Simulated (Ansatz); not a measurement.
The cluster Zn₂Te⁺. The state is a doublet with charge 1. Geometry PBE-D4/def2-TZVP; atoms count from 1.

```csv
atom,x (Å),y (Å),z (Å)
Zn1,-0.5036,-0.9896,-1.0748
Zn2,1.4822,0.1795,0.3992
Te3,-0.9786,0.8101,0.6756
```

In the def2 sets Te takes a core potential; there is no spin–orbit coupling. Another isomer (doublet) lies 0.03 eV lower at PBE0-D4/def2-TZVP; other spin states weren't run for this one.

(1) Estimate the Mulliken populations from the PBE0/def2-TZVP orbitals of Ansatz.

(2) Where does the spin sit?

(3) And the Mayer bond orders between bonded heavy atoms (over 0.3)?

Answers

(1) 
```tsv
atom	charge (e)	spin (α − β)	d electrons
Zn1	0.46	0.30	10.04
Zn2	0.46	0.30	10.04
Te3	0.09	0.40	–
```
Mulliken values and Mayer orders depend strongly on the basis.

(2) Summed by element: Zn 0.60, Te 0.40, of 1 unpaired in all. Largest on single atoms: Te3 0.40, Zn2 0.30, Zn1 0.30.

(3) Zn1–Zn2 0.53 (2.74 Å); Zn1–Te3 1.11 (2.56 Å); Zn2–Te3 1.11 (2.56 Å).
